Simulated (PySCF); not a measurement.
C2H7SSi (doublet state).
Cartesian coordinates in Å at the GFN2-xTB level; atoms count from 1:
```xyz
11
C2H7SSi angstrom
C     -1.5687    0.5578   -0.4727
C     -1.2060   -0.4969    0.4027
S      0.4436    0.0006    1.3456
Si     1.8745   -0.0003   -0.2398
H     -2.0702    1.4285   -0.0934
H     -1.1515    0.6135   -1.4620
H     -1.8689   -0.6416    1.2495
H     -0.9390   -1.4342   -0.0744
H      1.6334   -1.1965   -1.0398
H      3.1527   -0.0290    0.4478
H      1.7055    1.2009   -1.0497
```

The hyperfine couplings belong to this conformer and change with its torsions.

As a line formula: `[CH2]CS[SiH3]` [radical].

Computed, not measured: PySCF, UKS B3LYP, pcH-1 on C H S Si, non-relativistic, mean-field spin-orbit, GIAO. Isolated species at its GFN2-xTB geometry (one conformer only). The geometry wasn't refined by DFT: couplings that depend on bond lengths, twists or pyramidal angles can differ widely from those at the functional's own minimum. The SCF solution wasn't tested for stability.

**Question.** Predict the first-order ENDOR lines of H6, H5, H7/H8 and H9/H10/H11 under fast tumbling at B = 345.1 mT (X band).

**Answer.** For S = 1/2 in fast tumbling each set of equivalent nuclei gives two lines, ν± = |νn ± a/2| to first order, with νn = g_N μN B/h and μN/h = 7.62259 MHz/T.

| nuclei | isotope | g_N | νn (MHz) | a_iso (MHz) | lower line (MHz) | upper line (MHz) |
| --- | --- | --- | --- | --- | --- | --- |
| H6 | 1H | 5.5857 | 14.69 | -54.64 | 12.63 | 42.01 |
| H5 | 1H | 5.5857 | 14.69 | -53.93 | 12.27 | 41.66 |
| H7/H8 | 1H | 5.5857 | 14.69 | 27.18 | 1.11 | 28.28 |
| H9/H10/H11 | 1H | 5.5857 | 14.69 | 1.73 | 13.83 | 15.56 |

**Question.** Which pairs are centred on the nuclear Larmor frequency, and which on half the coupling?

**Answer.** Centred on νn, since |a| < 2νn: H7/H8 and H9/H10/H11. Centred on |a|/2 and split by 2νn: H6 and H5.

**Question.** At what field would the lower line of H6 fall to zero frequency?

**Answer.** Where νn = |a|/2, that is B = 27.32 MHz/(5.5857 × 7.62259 MHz/T) = 642 mT, as far as first order holds there.

Means are taken over nuclei equivalent by connectivity, which assumes that they swap fast. H5 and H6 aren't averaged: C1 is flat or nearly so (angle sum 358°), and its turn about the short C1–C2 bond (1.42 Å) is taken as slow. The three 1H nuclei of mean +1.7 MHz run from -0.4 to 5.6 MHz in the frozen geometry. The 1H value of +27.2 MHz is a mean of couplings from 23.0 to 31.4 MHz in this one geometry, not an average over conformers.

The Mulliken spin populations are largest on C1 (+0.94), S3 (+0.23) and C2 (-0.11). The angles at C1 add up to 358.4°, so it is nearly planar; its axial dipolar tensor and the negative couplings of its protons fit spin in a p orbital normal to that plane.
